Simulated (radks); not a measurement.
Initial-state core-level shifts of neutral ruthenium when its valence configuration changes from [Kr] 4d7 5s1. Calculated with a radial shooting solver on a logarithmic mesh with Libxc functionals: scalar-relativistic Kohn-Sham, PBE, spin-polarised, spherical densities, point nucleus; open shells are filled with parallel spins first (spin-orbit coupling, left out, can overturn this in heavy ions). Shifts are changes of the shell-averaged eigenvalues in eV (positive: less bound).

| valence | 2s | 3s | 3p | 4p |
|---|---|---|---|---|
| 4d6 5s1 5p1 | -4.828 | -4.792 | -4.792 | -4.372 |
| 4d5 5s2 5p1 | -9.066 | -8.934 | -8.934 | -7.861 |
| 4d5 5s1 5p2 | -10.026 | -9.902 | -9.901 | -8.770 |
| 4d6 5p2 | -6.142 | -6.127 | -6.126 | -5.738 |
| 4d8 | +2.722 | +2.701 | +2.702 | +2.438 |
| 4d4 5s2 5p2 | -15.236 | -14.923 | -14.923 | -12.957 |
| 4d5.5 5s0.5 5p2 | -8.020 | -7.957 | -7.956 | -7.225 |
| 4d6 5s2 | -3.619 | -3.572 | -3.572 | -3.165 |
| 4d7 5p1 | -1.484 | -1.509 | -1.509 | -1.581 |
